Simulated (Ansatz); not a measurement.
`CS[Si](F)Cl` radical, charge 0, multiplicity 2.

Task: Give a relaxed structure at PBE0-D4/def2-TZVP (Ansatz). (Estimate.)

Result: The calculation gave: 
Z-matrix (Å, degrees):
```
C
S 1 1.823
H 1 1.090 2 105.9
H 1 1.089 2 110.6 3 -118.5
H 1 1.088 2 110.9 3 118.5
Si 2 2.112 1 99.9 3 -178.6
Cl 6 2.055 2 112.2 1 -58.5
F 6 1.599 2 110.2 1 57.7
```
